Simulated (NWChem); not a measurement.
System meant: diphosphane (P$_{2}$H$_{4}$); SMILES PP

NWChem input:

```
start job
memory heap 200 mb stack 900 mb global 1100 mb
geometry units angstroms noautoz
  P     -0.000034    -1.111516    -0.065318
  P     -0.000034     1.111516     0.065318
  H      1.022314    -1.257874     0.911959
  H     -1.022493    -1.257848     0.911847
  H      1.022320     1.257874    -0.911954
  H     -1.022488     1.257849    -0.911852
end
basis spherical
  P library def2-svp
  H library def2-svp
end
dft
  xc b3lyp
  iterations 4
  mulliken
end
task dft energy
```

End of the output:

```
    Atom       Charge   Shell Charges
 -----------   ------   -------------------------------------------------------
    1 P   15    14.87   2.00  1.95  0.94  0.59  5.80  1.52  1.92  0.14
    2 P   15    14.87   2.00  1.95  0.94  0.59  5.80  1.52  1.92  0.14
    3 H    1     1.06   0.65  0.37  0.05
    4 H    1     1.06   0.65  0.37  0.05
    5 H    1     1.06   0.65  0.37  0.05
    6 H    1     1.06   0.65  0.37  0.05

 center of mass
 --------------
 x =   0.00000564 y =  -0.00000003 z =  -0.00000000

 moments of inertia (a.u.)
 ------------------
         309.001131791240          -0.000000000000           0.000000000000
          -0.000000000000          27.962668034963           0.000000000000
           0.000000000000           0.000000000000         311.135078864314

     Multipole analysis of the density
     ---------------------------------

     L   x y z        total         alpha         beta         nuclear
     -   - - -        -----         -----         ----         -------
     0   0 0 0      0.000000    -17.000000    -17.000000     34.000000

     1   1 0 0     -0.000025     -0.000012     -0.000012      0.000000
     1   0 1 0     -0.000000     -0.000000     -0.000000     -0.000000
     1   0 0 1      0.000000      0.000000      0.000000     -0.000000

     2   2 0 0    -20.406098    -17.668783    -17.668783     14.931469
     2   1 1 0      0.000003     -0.000008     -0.000008      0.000020
     2   1 0 1      0.000005      0.000002      0.000002      0.000001
     2   0 2 0    -22.771814    -88.878872    -88.878872    154.985930
     2   0 1 1     -2.173070      3.102975      3.102975     -8.379019
     2   0 0 2    -22.352855    -17.330566    -17.330566     12.308276

 ------------------------------------------------------------------------
 dft energy failed                                                                                  0
 ------------------------------------------------------------------------
 ------------------------------------------------------------------------
  current input line :
    20: task dft energy
 ------------------------------------------------------------------------
 ------------------------------------------------------------------------
 This type of error is most commonly associated with calculations not reaching convergence criteria
 ------------------------------------------------------------------------
 For more information see the NWChem manual at https://nwchemgit.github.io

0:dft energy failed:Received an Error in Communication
```

Question: Can this run be used? If not, why, and what is the fix?

Answer: Convergence was not reached. Cause: the SCF was allowed too few iterations. This input runs:
```
start job
memory heap 200 mb stack 900 mb global 1100 mb
geometry units angstroms noautoz
  P     -0.000034    -1.111516    -0.065318
  P     -0.000034     1.111516     0.065318
  H      1.022314    -1.257874     0.911959
  H     -1.022493    -1.257848     0.911847
  H      1.022320     1.257874    -0.911954
  H     -1.022488     1.257849    -0.911852
end
basis spherical
  * library def2-svp
end
dft
  xc b3lyp
  iterations 150
  mulliken
end
task dft energy
```
It converges to -684.92081 Ha (B3LYP/def2-SVP).
